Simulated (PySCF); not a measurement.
LaF3(H2O) at several levels of theory

Computed with PySCF 2.14.0 (density fitting, no spin-orbit coupling) at the geometry relaxed with PBE0:

```xyz
7
LaF3(H2O) (singlet)
La    0.1012   -0.1011    0.1011
F     1.1764    1.3871    1.2075
F    -1.3505   -1.2130    1.2130
F     1.1764   -1.2075   -1.3871
O    -1.3908    1.4038   -1.4038
H    -1.7287    2.2830   -1.1924
H    -1.7287    1.1924   -2.2830
```

| level | basis | state | HOMO (eV) | gap (eV) | charge on La1 (e) | population of f-type functions on La1 (polarisation alone where 4f lies in the core) | dipole about the centre of mass (D) | largest force component (eV/Å) |
| --- | --- | --- | --- | --- | --- | --- | --- | --- |
| PBE0 | La lcecp-1-SVP with ECP46, F def2-SVP, O def2-SVP, H def2-SVP | singlet | -9.05 | 7.88 | 1.31 | 0.11 | 7.00 | 0.01 |
| TPSSh | the same | singlet | -7.98 | 6.56 | 1.25 | 0.11 | 6.92 | 0.25 |
| r2SCAN | the same | singlet | -7.56 | 6.34 | 1.26 | 0.11 | 6.92 | 0.11 |

In the lcecp rows the 4f levels are missing from HOMO and gap, and the state counts the valence alone.

Charges are Mulliken's, which hang on the basis. The relaxation used the grid (50, 194), these runs (75, 302) or, all-electron (x2c bases, spin-free X2C Hamiltonian), (99, 590).

Task: What does PBE0 with La lcecp-1-TZVP with ECP46, F def2-TZVP, O def2-TZVP, H def2-TZVP give here?

Result: state singlet, HOMO (eV) -9.28, gap (eV) 7.88, charge on La1 (e) 1.67, population of f-type functions on La1 (polarisation alone where 4f lies in the core) 0.16, dipole about the centre of mass (D) 6.98, largest force component (eV/Å) 0.24. Time: 28 s on 2 threads of Arm Neoverse V1, on a shared host, from free ions and atoms.

In the first row's basis the gap widens with exact exchange: 6.3 eV for r2SCAN (none); 6.6 to 7.9 eV for TPSSh, PBE0 (a fixed share).
